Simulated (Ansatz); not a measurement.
System: SbH, net charge 0, triplet state. SMILES: [SbH]
Geometry: optimised at B3LYP-D3(BJ)/def2-TZVP (Ansatz, an electronic-structure program).

Property: vertical electron affinity (to the doublet state of charge -1; a negative value means that the extra electron is unbound and the number depends on the basis; each state is the SCF solution reached for its spin), in eV. Cores are frozen in the correlated levels unless marked. Open shells are spin-unrestricted. No spin-orbit coupling. The frozen core is the preceding noble-gas configuration, with the filled d and f shells of earlier blocks. In def2 rows, elements after Kr have scalar-relativistic effective core potentials. Anions need diffuse functions: def2-D sets add few. CBS(X,Y): correlation extrapolated as X^-3; Hartree-Fock from the larger set.

```
level                                 program  vertical electron affinity (eV)
------------------------------------  -------  -------------------------------
PBE/def2-TZVPD                         Ansatz                             1.01
B3LYP/def2-TZVPD                       Ansatz                       (withheld)
wB97X-V/def2-TZVPD                     Ansatz                       (withheld)
wB97X/def2-TZVPD                       Ansatz                             1.20
CCSD/def2-SVPD                         Ansatz                       (withheld)
CCSD(T)/CBS(def2-TZVPPD,def2-QZVPPD)   Ansatz                             1.08
```

**Question.** Complete the blanks.

**Answer.** 
- B3LYP/def2-TZVPD, vertical electron affinity (eV): 1.11
- wB97X-V/def2-TZVPD, vertical electron affinity (eV): 1.07
- CCSD/def2-SVPD, vertical electron affinity (eV): 0.35
